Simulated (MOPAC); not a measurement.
MOPAC input (PM6):

```
PM6 PRECISE GNORM=0.05 LET XYZ UHF MS=0.5 GEO-OK AUX(PRECISION=9) THREADS=1
H3Cl2OSi2

Si    2.48089600 1    0.14726800 1   -0.25966700 1
O     0.92661100 1    0.28193400 1   -0.81462600 1
Si   -0.64608700 1    0.13746100 1   -0.48193900 1
Cl   -1.05412000 1   -1.77378200 1    0.13483100 1
Cl   -1.16250600 1    1.43415200 1    1.01875400 1
H     2.64787000 1   -1.17176600 1    0.40744900 1
H     3.36965300 1    0.26290600 1   -1.44393900 1
H    -1.43508400 1    0.44090400 1   -1.67496700 1
```

From the output:

```
                                                       MOPAC v23.2.5 Linux

          FINAL HEAT OF FORMATION =       -139.99537 KCAL/MOL =    -585.74064 KJ/MOL

          COSMO AREA              =        162.01 SQUARE ANGSTROMS
          COSMO VOLUME            =        160.42 CUBIC ANGSTROMS

          GRADIENT NORM           =          0.03444          =       0.01218 PER ATOM
          IONIZATION POTENTIAL    =          7.302939 EV
          ALPHA SOMO LUMO (EV)    =         -7.303 -0.620
          BETA  SOMO LUMO (EV)    =        -11.294 -1.185
          NO. OF ALPHA ELECTRONS  =         16
          NO. OF BETA  ELECTRONS  =         15
          MOLECULAR WEIGHT        =        146.1001         POINT GROUP:  C1

          MOLECULAR DIMENSIONS (Angstroms)

            Atom       Atom       Distance
            H     7   Cl     5     5.37388
            H     8    H     6     4.03031
           Cl     4   Cl     5     3.14180

          SCF CALCULATIONS        =         33

   ATOM   CHEMICAL          X               Y               Z
  NUMBER   SYMBOL      (ANGSTROMS)     (ANGSTROMS)     (ANGSTROMS)

     1      Si          2.66962773  *   0.20016872  *  -0.40036217  *
     2       O          0.97714491  *   0.11661180  *  -0.44662493  *
     3      Si         -0.64085861  *   0.09921970  *  -0.37661712  *
     4      Cl         -1.26828060  *  -1.75728519  *   0.06114176  *
     5      Cl         -1.28319613  *   1.46328339  *   0.94649888  *
     6       H          3.23396494  *  -0.95721275  *   0.31183918  *
     7       H          3.22572657  *   0.34521731  *  -1.75501183  *
     8       H         -1.11650729  *   0.45472101  *  -1.68217790  *

                             CARTESIAN COORDINATES

   1   Si        2.669627728     0.200168719    -0.400362173
   2    O        0.977144911     0.116611798    -0.446624925
   3   Si       -0.640858615     0.099219697    -0.376617124
   4   Cl       -1.268280602    -1.757285186     0.061141761
   5   Cl       -1.283196132     1.463283391     0.946498884
   6    H        3.233964944    -0.957212752     0.311839184
   7    H        3.225726572     0.345217305    -1.755011829
   8    H       -1.116507289     0.454721013    -1.682177900

           Empirical Formula: H3 O Si2 Cl2  =     8 atoms

      MOLECULAR POINT GROUP   :   C1

          ALPHA EIGENVALUES
 -29.81799 -26.42849 -26.11821 -20.35594 -17.21394 -15.40176 -15.34337 -14.98660
 -13.29743 -12.92168 -12.30216 -11.78990 -11.67156 -11.39490 -11.31557  -7.30294
  -0.61999  -0.07085   0.07517   0.22784   0.66295   0.77242   0.96250   1.03861
   1.19465   1.89229   2.32585   2.38477   2.83841   4.07829   4.23229   4.62629
   4.91646  87.87207  87.99839  88.01164  88.69241  88.69901  88.80386  88.85519
  88.99345  89.23912  89.24392

           BETA EIGENVALUES
 -29.68792 -26.42323 -26.11631 -20.16470 -16.98544 -15.28299 -15.22913 -14.75513
 -13.27546 -12.89926 -12.28801 -11.67235 -11.44133 -11.37834 -11.29435  -1.18450
  -0.39018   0.02029   0.08658   0.24861   0.77901   0.91117   1.04928   1.14012
   1.22816   1.89864   2.40320   2.45031   3.14145   4.19026   4.55651   4.77916
   4.94763  87.87266  87.99877  88.01217  88.69248  88.69897  88.80487  88.85604
  88.99403  89.23928  89.24410

              NET ATOMIC CHARGES AND DIPOLE CONTRIBUTIONS

  ATOM NO.   TYPE          CHARGE      No. of ELECS.   s-Pop       p-Pop       d-Pop
    1         Si           0.315202        3.6848     1.34668     1.69973     0.63838
    2          O          -0.509675        6.5097     1.60735     4.90233
    3         Si           0.444979        3.5550     1.04771     1.38280     1.12451
    4         Cl          -0.151103        7.1511     1.99225     5.15649     0.00237
    5         Cl          -0.145543        7.1455     1.99221     5.15098     0.00236
    6          H           0.008771        0.9912     0.99123
    7          H           0.008707        0.9913     0.99129
    8          H           0.028663        0.9713     0.97134
 DIPOLE           X         Y         Z       TOTAL
 POINT-CHG.     2.215     0.519    -1.316     2.628
 HYBRID        -0.643    -0.592     0.555     1.035
 SUM            1.572    -0.073    -0.760     1.748

          ATOMIC ORBITAL ELECTRON POPULATIONS

     Atom    s        px        py        pz      x^2-y^2     xz        z^2       yz        xy
    1 Si   1.34668   0.32676   0.67282   0.70016   0.13681   0.16856   0.10465   0.08177   0.14660
    2  O   1.60735   1.47642   1.71001   1.71589
    3 Si   1.04771   0.39457   0.43483   0.55340   0.24740   0.22437   0.25402   0.18535   0.21337
    4 Cl   1.99225   1.82122   1.48890   1.84636   0.00079   0.00009   0.00033   0.00051   0.00065
    5 Cl   1.99221   1.81692   1.64825   1.68580   0.00045   0.00035   0.00038   0.00079   0.00039
    6  H   0.99123
    7  H   0.99129
    8  H   0.97134

                    (SZ)    =    0.500000
                    (S**2)  =    0.751103

          ATOMIC ORBITAL SPIN POPULATIONS

    Atom   Total    s     px     py     pz   x^2-y^2  xz     z^2    yz     xy
         Atomic
    1 Si  0.8493  0.197 -0.001  0.373  0.140  0.026  0.017  0.004  0.051  0.043
    2  O  0.0320  0.007  0.008  0.011  0.005
    3 Si  0.0057  0.000  0.002  0.001 -0.001  0.001  0.001  0.000  0.000  0.001
    4 Cl  0.0013  0.000  0.001  0.000 -0.000  0.000  0.000  0.000 -0.000  0.000
    5 Cl -0.0004 -0.000 -0.001  0.000 -0.000 -0.000 -0.000  0.000  0.000 -0.000
    6  H  0.0551  0.055
    7  H  0.0554  0.055
    8  H  0.0015  0.002

 **********************
 *                    *
 * JOB ENDED NORMALLY *
 *                    *
 **********************

 == MOPAC DONE ==
```

The geometry given is a B3LYP-D3(BJ)/def2-TZVP minimum.
